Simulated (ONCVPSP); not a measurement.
Transferability test, ONCV potential for Ga

* Element: Ga
* Generator: ONCVPSP 4.0.1
* Type: optimised norm-conserving Vanderbilt (ONCV)
* Functional: PBE
* Relativity: non-relativistic
* Frozen core: [Ar] 3d10
* Valence charge: 3
* Reference configuration: 4s2 4p1
* Partial waves: 4s: rc 1.70 bohr, ncon 3, nbas 6, qcut 4.1 1/bohr, 1 projector; 4p: rc 2.55 bohr, ncon 3, nbas 7, qcut 3.8 1/bohr, 2 projectors, debl 1.6 Ha; d scattering state at 0.36 Ha: rc 2.45 bohr, ncon 3, nbas 7, qcut 4.2 1/bohr, 1 projector
* Local potential: polynomial inside 1.70 bohr (lpopt 2, dvloc0 0 Ha)
* Core correction: none

Energies are relative to the spin-unpolarised reference configuration 4s2 4p1; without spin polarisation the order of configurations can differ from experiment.

```json
{"valence configuration": "4s2 4p0", "charge": "+1", "ΔE all-electron (eV)": "5.722", "error AE − PS (meV)": "+6.7"}
{"valence configuration": "4s2 4p0.5", "charge": "+0.5", "ΔE all-electron (eV)": "2.049", "error AE − PS (meV)": "+1.3"}
```

Task: What are ΔE and the potential's error for 4s1 4p2?

Result: ΔE = 6.246 eV all-electron; the error (AE − PS) is +20 meV.

Task: What are ΔE and the potential's error for 4s1 4p0?

Result: ΔE = 26.485 eV all-electron; the error (AE − PS) is +56 meV.

Levels in the configuration 4s2 4p0:

```
level  all-electron (eV)  pseudo (eV)
   4s            -16.039      -16.049
```
